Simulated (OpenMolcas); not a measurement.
**Pt2+: ligand-field states by method**

Pt2+ with 6 ligands (fluoride) in octahedral coordination (Oh) at 2.05 Å. A charge of +0.667 e stands 2.4 Å behind each ligand. Ligand basis ANO-RCC-VDZP.
```
Pt    0.0000    0.0000    0.0000
F     2.0500    0.0000    0.0000
F     0.0000    2.0500    0.0000
F    -2.0500    0.0000    0.0000
F     0.0000   -2.0500    0.0000
F     0.0000    0.0000    2.0500
F     0.0000    0.0000   -2.0500
```

```yaml
Program: OpenMolcas
Basis: ANO-RCC-VTZP [8s7p5d3f1g]
Scalar_Hamiltonian: DKH2, point nucleus
Active_space: 8 electrons in 5 orbitals (5d)
State_averaging: 2S+1 = 3 even, 10 roots; 2S+1 = 1 even, 15 roots
Spin-orbit_coupling: state interaction with AMFI integrals over the reference wave functions
```

I. CASSCF
II. SS-CASPT2, IPEA 0.25 Eh, imaginary shift 0.1 Eh (closed shells correlated: 5s 5p and the ligand valence shells)

Spin-free states (labels of O, the rotations of Oh) in cm-1, each column counted from its own energy of the first state listed:

| State | Degeneracy | I | II |
| --- | --- | --- | --- |
| 3A2 | 1 | 0 | 0 |
| 1E | 2 | 12368 | 8200 |
| 3T2 | 3 | 18410 | 19890 |
| 1A1 | 1 | 22047 | 16280 |
| 3T1 | 3 | 26171 | 25660 |
| 1T2 | 3 | 30767 | 28750 |
| 1T1 | 3 | 34130 | 31450 |
| 3T1 | 3 | 41030 | 41690 |
| 1E | 2 | 50799 | 50350 |
| 1T2 | 3 | 51056 | 50490 |
| 1A1 | 1 | 70439 | 65430 |

From I to II, I's first state of the same spin (3T2) moves from 18410 to 19890 cm-1, by about +1500 cm-1.

From I to II, I's first state of another spin (1E) moves from 12368 to 8200 cm-1, by about -4200 cm-1.

I: A least-squares ligand-field fit to the states below 45000 cm-1, each weighted by its degeneracy and with a free common offset, gives 10Dq = 18549 cm-1, B = 776 cm-1 and C = 3191 cm-1 (C/B = 4.11), with an rms deviation of 50 cm-1. The same method and metal basis give the free ion B = 865 cm-1 (fit to its terms below 60000 cm-1, rms deviation 8 cm-1), so the nephelauxetic ratio is β = 776 / 865 = 0.90; it hangs on how both fits weigh the states, and computed free-ion B values tend to be too large, so β mixes covalency with correlation.

II: A least-squares ligand-field fit to the states below 45000 cm-1, each weighted by its degeneracy and with a free common offset, gives 10Dq = 19989 cm-1, B = 549 cm-1 and C = 2380 cm-1 (C/B = 4.33), with an rms deviation of 300 cm-1. The same method and metal basis give the free ion B = 677 cm-1 (fit to its terms below 60000 cm-1, rms deviation 447 cm-1), so the nephelauxetic ratio is β = 549 / 677 = 0.81; it hangs on how both fits weigh the states, and computed free-ion B values tend to be too large, so β mixes covalency with correlation.

From I to II, 10Dq changes by +8 %, B by -29 % and C by -25 %.

χT at 300 K: I 1.68, II 1.64 cm3 K/mol.

The states above are spin-free; spin-orbit coupling is strong here and shifts and splits them by thousands of cm-1.

Roots that are degenerate in the reference are averaged as groups; the widest CASPT2 spread within a group is 87 cm-1 (the 3-fold group of multiplicity 3 near 19900 cm-1 above the lowest state of its run, II). Shifts and gaps below about the spread of the groups concerned are not significant. Over all roots computed the reference weight is 0.69 in II; a low but even weight reflects the number of correlated electrons. Real 4d8 and 5d8 ions are as a rule square planar and diamagnetic. Ligand-to-metal charge-transfer states are missing. With no ligand orbital active B as a rule stays too high, so bands that hang on it stand too high and its fall with covalency is understated. Without dynamic correlation the repulsion within the d shell is too large (B by tens of per cent), so at a given field states of lower spin stand too high (holds for I). With metal d orbitals alone the field can be off either way by tens of per cent (holds for I). With one d shell and no ligand orbital active, 10Dq can be off by a tenth or more (holds for II). The distance lies 3 % under the 2.11 Å that this model takes as the normal distance (a Shannon-type radius plus a fixed donor radius); by an R⁻⁵ law this alone changes a d-shell field by about +16 %. No measured value stands beside these numbers; the geometry was imposed, not optimised, and the real ion may take another.
